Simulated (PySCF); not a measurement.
A GIAO shielding run with PySCF 2.14 (density fitting, non-relativistic, gas phase) on `ClC[SiH2]C1=C[C@@H]1C(Cl)Cl`, C₅H₇Cl₃Si:

```
$ OMP_NUM_THREADS=1 python probes_run.py task.json out

{"job": {"kind": "nmr", "xc": "PBE0", "basis": "pcSseg-1"}, "charge": 0, "multiplicity": 1}
Cl    -1.540354     0.942703     1.888790
C     -1.919306     1.161429     0.154687
Si    -1.742814    -0.525456    -0.730893
C      0.012291    -1.048742    -0.406719
C      0.941161    -1.847347     0.045663
C      1.441352    -0.531970    -0.444486
C      1.856238     0.515123     0.546120
Cl     1.661794     2.143169    -0.149826
Cl     3.566456     0.300895     1.016721
H     -1.224229     1.909470    -0.220092
H     -2.926431     1.568106     0.107072
H     -2.661980    -1.496118    -0.139874
H     -1.950329    -0.325521    -2.166777
H      1.248441    -2.769946     0.471565
H      1.970031    -0.466417    -1.390650
H      1.260081     0.479568     1.460631
```

Hardware: 1 thread of an Arm Neoverse N1, shared host. The job also computes population analyses, field gradients, ring-centre shieldings.

(1) How large is the calculation?

(2) How long does it take, and how much memory does it need?

Results:

(1) 102 electrons, 216 basis functions and 1213 auxiliary functions.

(2) 72 s of wall time, with 14 SCF cycles and 5 response iterations; peak memory 0.89 GiB. Times on a shared host scatter by some tens of per cent.
